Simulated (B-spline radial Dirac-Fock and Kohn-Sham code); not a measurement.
## The L2-M23M23 Auger spectrum of Rh

System: the free rhodium atom, configuration [Kr] 4d8 5p1 (not the ground configuration).

The run's input, task.json:

```json
{"items": [{
  "Z": 45,
  "q": 0,
  "cfg": [[1, 0, 2], [2, 0, 2], [2, 1, 6], [3, 0, 2], [3, 1, 6], [3, 2, 10], [4, 0, 2], [4, 1, 6], [4, 2, 8], [5, 1, 1]],
  "A": 103,
  "rrms": 4.4945,
  "do": ["binding", "quiet", "double"]
}]}
```

Launch: `python xray_run.py task.json out`

Method: Dirac-Fock energy differences between relaxed states, corrected for Breit and QED terms. Computed with a radial finite-basis atomic code. The two-hole levels come from diagonalising the Coulomb interaction among the jj configurations; intensities are independent-particle Coulomb rates. Kinetic energies are from the vacuum level. No correlation. Open outer shells are spectators and are not coupled to the holes.

| kinetic energy (eV) | J | leading jj holes (weight) | leading LS term (weight) |
| --- | --- | --- | --- |
| 2051.0 | 0 | M2M2 (0.96) | ¹S0 (0.52) |
| 2079.2 | 2 | M2M3 (0.98) | ¹D2 (0.78) |
| 2084.8 | 1 | M2M3 (1.00) | ³P1 (1.00) |
| 2099.4 | 0 | M3M3 (0.96) | ³P0 (0.52) |
| 2108.3 | 2 | M3M3 (0.98) | ³P2 (0.78) |

The intensity is shared as follows: 2079.2 eV 52.3 %, 2084.8 eV 23.6 %, 2051.0 eV 23.5 %, 2108.3 eV 0.5 %, 2099.4 eV 0.0 %.

The strongest line, by its leading LS label ¹D2, lies at 2079.2 eV. The mean weight of the leading component is 0.98 in jj and 0.72 in LS coupling, so jj labels describe these levels better.
